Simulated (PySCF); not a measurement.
## Electric field gradients and quadrupole coupling constants

Species: CH₇AsBP.
Geometry (PBE0-D3(BJ)/def2-SVP, Å), atoms numbered from 1 in this order:
```xyz
11
CH7AsBP angstrom
C     -0.3733   -1.3359    0.5187
B     -0.0179    0.1080    0.0170
P     -1.1701    1.0465   -1.1498
As     1.6996    0.9986    0.6178
H     -1.3209   -1.7379    0.1307
H     -0.4432   -1.3137    1.6216
H      0.4344   -2.0507    0.2883
H     -0.9882    2.4014   -0.7606
H     -2.4416    0.8198   -0.5515
H      2.6471   -0.1422    0.2787
H      1.9778    1.7890   -0.6499
```

Field gradients from the PBE0/pcSseg-1 density (PySCF, non-relativistic), principal values in atomic units, ordered |Vxx| ≤ |Vyy| ≤ |Vzz|:

```tsv
atom	Vxx	Vyy	Vzz
B2	-0.1733	-0.3077	0.4810
As4	0.5489	1.7325	-2.2813
```

Q: Find the asymmetry η = (Vxx − Vyy)/Vzz and the couplings χ = eQV/h (234.96 MHz × Q in barn × V in au), with Q(11B) = 0.04059 b, Q(75As) = 0.314 b.

A: 
```
atom                  environment  nucleus     η  χzz (MHz)  χxx (MHz)  χyy (MHz)
  B2       three-coordinate boron      11B  0.28      4.587     -1.653     -2.935
 As4  arsenic bonded to B and 2 H     75As  0.52     -168.3       40.5      127.8
```

Q: What is Vzz at B2 in SI units (1 au = 9.71736 × 10²¹ V/m²)?

A: 0.4810 au = 4.674 × 10²¹ V/m².

Were the hydrogens deuterons (Q(2H) = 0.00286 b), χzz would run from 105 kHz (H10 and H11) to 199 kHz (H5).

Geometry: PBE0-D3(BJ)/def2-SVP, one conformer, isolated molecule. The calculation is non-relativistic, for arsenic too. The basis is small and wasn't made for field gradients, so the couplings can be 20 % off.

These values come from a run that also computed NMR shieldings. The run took 11 s on one thread, Arm Neoverse V2, no GPU, on a shared host.
